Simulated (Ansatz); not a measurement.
Geometry optimisation, UKS PBE/def2-SVP in Ansatz 0.2.0.

input.yaml

```yaml
crystal:
  periodic: [false, false, false]
  atoms:
    - { symbol: Li, position_ang: [0.0115, 0.3753, -2.0177] }
    - { symbol: As, position_ang: [0.1485, -0.1483, 1.162] }
    - { symbol: H, position_ang: [-1.2572, -0.0481, 0.5934] }
    - { symbol: H, position_ang: [0.5978, 0.9939, 0.1975] }
    - { symbol: H, position_ang: [0.4994, -1.1727, 0.0649] }
total_charge: 1
magnetization:
  spin_polarized: true
basis:
  gaussian: { orbitals: def2-SVP }
hamiltonian:
  xc: pbe
relax:
  f_tol: 0.02
  max_steps: 40
output:
  orbitals: {}
```

Run as:

```bash
$ ansatz run input.yaml --threads 1 --pin off --max-ram 2048MiB --backend cpu --events-out ev --progress --plain --runs-dir out
```

Where does it end, and by what steps?

It converged. After 5 steps the energy has fallen by 0.150 eV; Li1 moved furthest, 0.47 Å. Joined: Li1–As2 (3.23 → 2.70 Å).

```csv
step,energy less start (eV),largest force component (eV/Å),accepted
0,0.0000,0.534,yes
1,-0.0719,0.324,yes
2,-0.1094,0.192,yes
3,-0.1483,0.061,yes
4,-0.1494,0.047,yes
5,-0.1497,0.006,yes
```

```xyz
5
Properties=species:S:1:pos:R:3
Li -0.169 0.218 -1.608
As 0.113 -0.144 1.057
H -1.254 0.025 0.328
H 0.714 1.049 0.255
H 0.595 -1.148 -0.033
```

Whether the end is a true minimum wasn't checked by a vibrational analysis.

Time of the run: 21 s on 1 thread of Intel(R) Xeon(R) Platinum 8259CL CPU @ 2.50GHz (Skylake/Cascade Lake), with other jobs on the host, peak memory 0.14 GiB.
